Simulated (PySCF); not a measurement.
Pb(OH)2 (H2O2Pb), SMILES [OH][Pb][OH] (connectivity only; charge and spin as stated), neutral, multiplicity 1.

Geometry optimised at B3LYP-D3(BJ)/def2-TZVP. The def2 effective core potentials stand for the cores of Pb; spin–orbit coupling is left out. Other conformers were not sampled.

Level of theory: TDDFT-PBE0/def2-SVPD (PySCF).

Vertical excitations. Isolated molecule, no solvent. State labels are in the subgroup Cs.

```json
[
 {"state": "S1", "symmetry": "A\"", "energy (eV)": "4.32", "λ (nm)": "287", "f": "0.035", "main pairs": "HOMO→LUMO 99 %"},
 {"state": "S2", "symmetry": "A'", "energy (eV)": "4.85", "λ (nm)": "256", "f": "0.009", "main pairs": "HOMO−1→LUMO 92 %"},
 {"state": "S3", "symmetry": "A\"", "energy (eV)": "5.09", "λ (nm)": "244", "f": "0.000", "main pairs": "HOMO−3→LUMO 99 %"},
 {"state": "S4", "symmetry": "A'", "energy (eV)": "5.40", "λ (nm)": "230", "f": "0.005", "main pairs": "HOMO−2→LUMO 88 %"},
 {"state": "S5", "symmetry": "A\"", "energy (eV)": "6.09", "λ (nm)": "204", "f": "0.016", "main pairs": "HOMO−1→LUMO+1 95 %"},
 {"state": "S6", "symmetry": "A'", "energy (eV)": "6.34", "λ (nm)": "196", "f": "0.190", "main pairs": "HOMO→LUMO+1 86 %"},
 {"state": "S7", "symmetry": "A\"", "energy (eV)": "6.54", "λ (nm)": "190", "f": "0.000", "main pairs": "HOMO−1→LUMO+2 56 %, HOMO−2→LUMO+1 38 %"},
 {"state": "S8", "symmetry": "A\"", "energy (eV)": "6.78", "λ (nm)": "183", "f": "0.002", "main pairs": "HOMO−2→LUMO+1 56 %, HOMO−1→LUMO+2 40 %"},
 {"state": "S9", "symmetry": "A'", "energy (eV)": "6.79", "λ (nm)": "183", "f": "0.141", "main pairs": "HOMO→LUMO+2 65 %, HOMO−3→LUMO+1 29 %"},
 {"state": "S10", "symmetry": "A'", "energy (eV)": "7.09", "λ (nm)": "175", "f": "0.093", "main pairs": "HOMO→LUMO+3 61 %, HOMO−3→LUMO+1 22 %, HOMO→LUMO+2 10 %"},
 {"state": "T1", "symmetry": "A\"", "energy (eV)": "3.65", "λ (nm)": "340", "f": "0", "main pairs": "HOMO→LUMO 99 %"},
 {"state": "T2", "symmetry": "A'", "energy (eV)": "4.09", "λ (nm)": "303", "f": "0", "main pairs": "HOMO−1→LUMO 98 %"},
 {"state": "T3", "symmetry": "A'", "energy (eV)": "4.57", "λ (nm)": "271", "f": "0", "main pairs": "HOMO−2→LUMO 98 %"},
 {"state": "T4", "symmetry": "A\"", "energy (eV)": "4.87", "λ (nm)": "254", "f": "0", "main pairs": "HOMO−3→LUMO 98 %"}
]
```
Triplets are in the Tamm–Dancoff approximation, which puts them higher than full response would, so one can lie above its singlet here.
